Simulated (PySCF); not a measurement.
PySCF 2.14 output of an unrestricted PBE calculation on a single atom or ion in aug-cc-pCVTZ-DK with one added diffuse shell each of s, p, d, f type (8s7p5d3f, 75 functions), with scalar relativity by spin-free X2C-1e:

```
SCF conv_tol = 1e-09
number electrons alpha = 4  beta = 1
    J. P. Perdew, K. Burke, and M. Ernzerhof.,  Phys. Rev. Lett. 77, 3865 (1996)
    J. P. Perdew, K. Burke, and M. Ernzerhof.,  Phys. Rev. Lett. 78, 1396 (1997)
    J. P. Perdew, K. Burke, and M. Ernzerhof.,  Phys. Rev. Lett. 77, 3865 (1996)
    J. P. Perdew, K. Burke, and M. Ernzerhof.,  Phys. Rev. Lett. 78, 1396 (1997)
cycle= 1 E= -51.468582985371  delta_E= -0.00424  |g|= 0.00964  |ddm|= 0.133
cycle= 2 E= -51.4685995876665  delta_E= -1.66e-05  |g|= 0.000736  |ddm|= 0.017
cycle= 3 E= -51.4685998594181  delta_E= -2.72e-07  |g|= 0.000127  |ddm|= 0.00217
cycle= 4 E= -51.4685998649136  delta_E= -5.5e-09  |g|= 1.29e-05  |ddm|= 0.000322
cycle= 5 E= -51.4685998649551  delta_E= -4.15e-11  |g|= 3.15e-07  |ddm|= 1.54e-05
converged SCF energy = -51.4685998649551  <S^2> = 3.7500045  2S+1 = 4.0000022
```

The run itself started from symmetry-adapted Hartree-Fock orbitals and held the occupation by maximum overlap, on a logarithmic radial grid, so the iterations belong to that start.

Task: Which element, charge and spin multiplicity is this?

Result: N(2+) (nitrogen, charge +2), multiplicity 4; the state was [He] 2s1 2p1 3d1, one real determinant (an excited configuration).

⟨L²⟩ = 8.00 against 12 for a pure F term, so this real determinant mixes terms. The outer electron is Rydberg-like, and this basis confines it to a smaller radius and binds it less than a complete one would.
